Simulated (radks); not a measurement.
Results of a calculation; reference values are marked as such.
Radial electron density D(r) = 4 pi r^2 rho(r) of an atom or ion with 40 electrons. Level of theory: scalar-relativistic Kohn-Sham, PBEsol, spin-unpolarised, spherical densities, point nucleus (a radial shooting solver on a logarithmic mesh with Libxc functionals).

r (bohr)  D(r) (e/bohr)
0.005405          12.38
0.006242          15.25
0.007267          18.80
0.008393          22.63
0.009693          26.88
0.01128           31.68
0.01303           36.33
0.01505           40.82
0.01752           45.00
0.02023           48.06
0.02337           49.89
0.0272            50.25
0.03142           49.14
0.03628           46.97
0.04224           44.34
0.04878           42.56
0.05634           42.49
0.06559           44.98
0.07574           49.58
0.08748           55.21
0.1018            60.10
0.1176            61.57
0.1358            58.78
0.1569            52.28
0.1826            44.10
0.2109            38.47
0.2436            37.23
0.2835            40.32
0.3275            44.37
0.3782            45.65
0.4403            41.54
0.5084            33.17
0.5872            23.44
0.6836            15.18
0.7895            10.89
0.9118            9.530
1.061             9.387
1.226             8.911
1.416             7.566
1.648             5.581
1.903             3.787
2.198             2.460
2.559             1.601
2.955             1.139
3.413            0.8431
3.942            0.6109
4.589            0.3988
5.3              0.2358
6.12             0.1214
7.125           0.05133
8.229           0.01928
9.503          0.006027
11.06          0.001411
12.78         0.0002830

What is the nuclear charge?

Answer. Z = 40. The innermost maximum, from 1s, lies near gamma/Z bohr with gamma = sqrt(1 - (Z/c)^2) = 0.956, here 0.0239 bohr (found: 0.0261), and its height grows with Z. The density is that of neutral zirconium in [Kr] 4d3 5s1; the configuration itself is not fixed sharply by these data, and Z only to a few units. D(r) has 3 maxima, at r = 0.0261, 0.116, 0.366 bohr, and minima at 0.0528, 0.236 bohr, inside which lie 2.04, 11.09 electrons.
